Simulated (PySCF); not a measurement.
# Bond curve of KI

Set-up: PySCF, spin-free X2C with a Gaussian nucleus, basis sets K x2c-SVPall, I x2c-SVPall. Energies in eV from K + I in their ground configurations at the same level. State: ¹Σ⁺ (singlet), closed shell.

Curves on a restricted Hartree–Fock reference rise too fast on stretching and do not dissociate correctly.

```
R (Å)  LC-ωPBE  r²SCAN  RHF-SCS-MP2     PBE
2.634   -2.874  -2.843       -2.449  -2.737
2.757   -3.200  -3.190       -2.835  -3.060
2.879   -3.370  -3.378       -3.053  -3.232
2.971   -3.426  -3.445       -3.137  -3.291
3.063   -3.438  -3.466       -3.173  -3.308
3.155   -3.417  -3.452       -3.172  -3.292
3.277   -3.354  -3.398       -3.130  -3.236
3.431   -3.238  -3.290       -3.033  -3.128
3.614   -3.066  -3.126       -2.877  -2.967
3.859   -2.812  -2.881       -2.634  -2.729
```

Question: Put a parabola through the three lowest points of the LC-ωPBE curve and estimate Re, k and ωe (reduced mass 29.81 u; 1 eV/Å² = 0.16022 mdyn/Å; ωe = 1302.8·√(k/μ) cm⁻¹).

Answer: Through R = 2.971, 3.063, 3.155 Å the second-order coefficient is 1.95 eV/Å², so Re ≈ 3.050 Å, k ≈ 0.625 mdyn/Å and ωe ≈ 189 cm⁻¹. A polynomial fit of higher order to the unrounded LC-ωPBE energies gives Re = 3.046 Å, k = 0.644 mdyn/Å, ωe = 191 cm⁻¹; anharmonicity and rounding make the difference.

The higher-order fit for each curve: LC-ωPBE: Re = 3.046 Å, ωe = 191 cm⁻¹, De = 3.44 eV; r²SCAN: Re = 3.069 Å, ωe = 188 cm⁻¹, De = 3.47 eV; RHF-SCS-MP2: Re = 3.106 Å, ωe = 185 cm⁻¹, De = 3.18 eV; PBE: Re = 3.059 Å, ωe = 186 cm⁻¹, De = 3.31 eV.

Correlated steps freeze 23 core orbitals. Correlated levels converge slowly with the basis: in double zeta they bind strong bonds too weakly, by up to about 1 eV, and carry superposition errors of some tenths. These are scalar-relativistic numbers at best; spin–orbit coupling would shift them, the dissociation energy most. Where the molecule has an RHF reference, its open-shell atoms are computed with UHF.
